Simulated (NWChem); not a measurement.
System: C₃H₄BFO; SMILES C#CB(F)CO

NWChem input:

```
start job
memory heap 200 mb stack 700 mb global 900 mb
geometry units angstroms noautosym nocenter noautoz
  C      1.320790    -2.019720     0.026114
  C      0.393698    -1.211540     0.000293
  B     -0.653387    -0.086605    -0.018277
  F     -1.957020    -0.389908    -0.073941
  C     -0.206526     1.419380     0.075062
  O      1.177551     1.692719    -0.015386
  H      2.115357    -2.755528     0.046478
  H     -0.651971     1.809752     1.034047
  H     -0.752853     1.992527    -0.714047
  H      1.645887     0.854161     0.158799
end
basis spherical
  * library def2-svp
end
dft
  xc hfexch
  iterations 150
end
property
  efieldgrad
end
task dft property
```

Coordinates come from a PBE-D3(BJ)/def2-SVP optimisation.

Vzz is the largest principal value of the second derivative of the potential at the nucleus (NWChem prints the opposite sign); η is the asymmetry. Non-relativistic.

Atoms are numbered as in the input.

Give the results of this calculation. (Hartree-Fock/def2-SVP.) Quantities: Vzz B3 (a.u.); η B3; Vzz O6 (a.u.); η O6.


```json
{
  "Vzz B3 (a.u.)": "0.445",
  "η B3": "0.59",
  "Vzz O6 (a.u.)": "-2.009",
  "η O6": "0.89"
}
```
